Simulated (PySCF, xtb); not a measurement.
Si(AsH2)(F)2(H) (AsF2H3Si), SMILES [AsH2][SiH](F)F.

xtb with GFN2-xTB at its own geometry gives an orbital gap of 5.08 eV and a dipole moment of 2.52 D.

Coordinates come from a B3LYP-D3(BJ)/def2-SVP optimisation.

Problem. What does PySCF with PBE/def2-TZVP give? (The exact figures need the calculation; the answer reports its results.)

Solution. gap 5.88 eV (levels -6.90 and -1.02 eV), dipole 1.85 D.
